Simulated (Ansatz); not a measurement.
Species: CH$_{3}$N, SMILES `C=N` (charge 0, multiplicity 1), formula CH3N.

Q: How many basis functions does frozen-core CCSD(T)/def2-TZVPP // r2SCAN-D4/def2-TZVP in Ansatz (an electronic-structure program) use, how many core orbitals are frozen, and how many electrons are correlated?

A: 104 basis functions and 2 frozen orbitals, which leaves 12 correlated electrons. Core time is of the order of seconds.
